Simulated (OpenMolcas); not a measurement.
Cr2+: ligand-field states by method

Cr2+ with 6 ligands (chloride) in octahedral coordination (Oh) at 2.56 Å. A charge of +0.667 e stands 2.6 Å behind each ligand. Ligand basis ANO-RCC-VDZP.

```yaml
Program: OpenMolcas 26.06
Basis: ANO-RCC-VTZP [6s5p3d2f1g]
Scalar_Hamiltonian: DKH2, point nucleus
Active_space: 4 electrons in 5 orbitals (3d)
State_averaging: 2S+1 = 5 even, 5 roots; 2S+1 = 3 even, 45 roots; 2S+1 = 1 even, 50 roots
Spin-orbit_coupling: RASSI with atomic mean-field integrals over the reference wave functions
```

I. CASSCF
II. SS-CASPT2, IPEA 0.25 Eh, imaginary shift 0.1 Eh (closed shells correlated: 3s 3p and the ligand valence shells)

Spin-free states (labels of O, the rotations of Oh) in cm-1, each column counted from its own energy of the first state listed:

```tsv
State	Degeneracy	I	II
5E	2	0	0
5T2	3	4716	5530
3T1	3	16590	13330
3E	2	19542	15790
3T1	3	20704	15760
3T2	3	21060	16590
3A2	1	22640	17420
3A1	1	23909	18450
3T1	3	24460	21440
3T2	3	25433	21810
3E	2	26059	20820
1T2	3	26180	20370
1E	2	26546	20920
3T1	3	26923	22730
1A2	1	29131	23320
1A1	1	29415	22150
1T2	3	29542	23060
3T1	3	29560	27590
3T2	3	29874	25730
1T1	3	30495	23910
```

From I to II, I's first state of the same spin (5T2) moves from 4716 to 5530 cm-1, by about +810 cm-1.

From I to II, I's first state of another spin (3T1) moves from 16590 to 13330 cm-1, by about -3300 cm-1.

I: A least-squares ligand-field fit to the states below 45000 cm-1, each weighted by its degeneracy and with a free common offset, gives 10Dq = 4795 cm-1, B = 989 cm-1 and C = 3728 cm-1 (C/B = 3.77), with an rms deviation of 66 cm-1. The same method and metal basis give the free ion B = 1039 cm-1 (fit to its terms below 60000 cm-1, rms deviation 51 cm-1), so the nephelauxetic ratio is β = 989 / 1039 = 0.95; it hangs on how both fits weigh the states, and computed free-ion B values tend to be too large, so β mixes covalency with correlation.

χT at 300 K: I 2.92, II 2.93 cm3 K/mol.

Roots that are degenerate in the reference are averaged as groups; the widest CASPT2 spread within a group is 170 cm-1 (the 2-fold group of multiplicity 1 near 29000 cm-1 above the lowest state of its run, II). Shifts and gaps below about the spread of the groups concerned are not significant. Over all roots computed the reference weight is 0.66 to 0.67 in II; a low but even weight reflects the number of correlated electrons. An orbital doublet at a regular site is open to a Jahn-Teller distortion, which this geometry leaves out. Ligand-to-metal charge-transfer states are missing. With no ligand orbital active B as a rule stays too high, so bands that hang on it stand too high and its fall with covalency is understated. Without dynamic correlation the repulsion within the d shell is too large (B by tens of per cent), so at a given field states of lower spin stand too high (holds for I). With metal d orbitals alone and no dynamic correlation the field as a rule comes out too small, by tens of per cent, by up to half for chloride and softer ligands (holds for I). These CASPT2 states fit no ligand-field parameters well, so their order and spin gaps are uncertain (holds for II). With one d shell and no ligand orbital active, 10Dq can be off by tens of per cent for divalent 3d ions, low with halides held by bare charges and at times high in hosts (holds for II). Free-ion shares, where given, are those of the reference states; single-state CASPT2 does not remix them (holds for II). No measured value stands beside these numbers; the geometry was imposed, not optimised, and the real ion may take another.
